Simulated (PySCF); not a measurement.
Working out the ionisation energy of Kr²⁺

Kr²⁺ [Ar] 3d10 4s2 4p4 (3P) → Kr³⁺ [Ar] 3d10 4s2 4p3 (4S). Computed with PySCF 2.14 in aug-cc-pVTZ-PP with ECP10MDF, with a scalar-relativistic core potential. Frozen: 3s2 3p6 3d10. Energies in hartree (1 hartree = 27.21139 eV):

| part | Kr²⁺ (lower) | Kr³⁺ (upper) |
| --- | --- | --- |
| UHF | -460.864347 | -459.602516 |
| CCSD correlation | -0.129571 | -0.098732 |
| (T) | -0.003082 | -0.002239 |

**Question.** What does Hartree-Fock give?

**Answer.** (-459.602516) − (-460.864347) = 1.261831 hartree = 34.336 eV.

**Question.** What do CCSD and CCSD(T) give?

**Answer.** The CCSD correlation energies differ by 0.030839 hartree = 0.839 eV and the triples by 0.000843 hartree = 0.023 eV, so CCSD gives 35.175 eV and CCSD(T) 35.198 eV.

Reference: 35.838 ± 0.02 eV (measured; NIST Atomic Spectra Database, ionization energies), between the lowest levels; spin-orbit coupling is absent from the calculation.

What remains against the reference includes basis incompleteness, the frozen core and higher excitations.
